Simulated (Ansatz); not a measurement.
Geometry optimisation, RKS BLYP/def2-SVP in Ansatz 0.2.0.

Input:

```yaml
crystal:
  periodic: [false, false, false]
  atoms:
    - { symbol: Ge, position_ang: [-0.0133, -0.5221, 0.7191] }
    - { symbol: O, position_ang: [0.0981, 1.1006, -0.7194] }
    - { symbol: O, position_ang: [0.72, -1.2089, -0.6017] }
    - { symbol: H, position_ang: [0.5659, -0.0342, -1.083] }
    - { symbol: H, position_ang: [0.7836, -0.0058, 1.891] }
    - { symbol: H, position_ang: [-1.4886, -0.7419, 1.0006] }
    - { symbol: H, position_ang: [-0.6656, 1.4122, -1.2067] }
basis:
  gaussian: { orbitals: def2-SVP }
hamiltonian:
  xc: blyp
relax:
  f_tol: 0.15
  max_steps: 25
  restrain:
    - { distance: [3, 1], at: 2.27, k: 30.0 }
    - { distance: [0, 1], at: 1.86, k: 30.0 }
    - { distance: [3, 2], at: 0.97, k: 30.0 }
output:
  orbitals: {}
```

Command:

```bash
$ ansatz run input.yaml --threads 2 --pin off --max-ram 3072MiB --backend cpu --events-out ev --progress --plain --runs-dir out
```

Q: Where does it end, and by what steps?

A: The forces met the threshold. The restraints hold the end off the free minimum. After 6 steps the energy has fallen by 1.697 eV (the restraints' own energy left out); H4 moved furthest, 0.64 Å. Joined: O3–H4.

```tsv
step	energy less start (eV)	largest force component (eV/Å)	accepted
0	0.0000	2.393	yes
1	-0.4841	3.096	yes
2	-1.1177	2.645	yes
3	-1.6242	0.735	yes
4	-1.6673	0.729	yes
5	-1.6625	0.681	no
6	-1.6968	0.438	yes
```

```xyz
7
Properties=species:S:1:pos:R:3
Ge -0.095 -0.215 0.596
O -0.046 1.347 -0.380
O 0.646 -1.250 -0.689
H 0.954 -0.510 -1.254
H 0.818 0.033 1.824
H -1.520 -0.725 0.956
H -0.758 1.320 -1.052
```

Whether the end is a true minimum wasn't checked by a vibrational analysis.

The run took 8.6 s on 2 threads of Arm Neoverse V1, with other jobs on the host, peak memory 0.14 GiB.
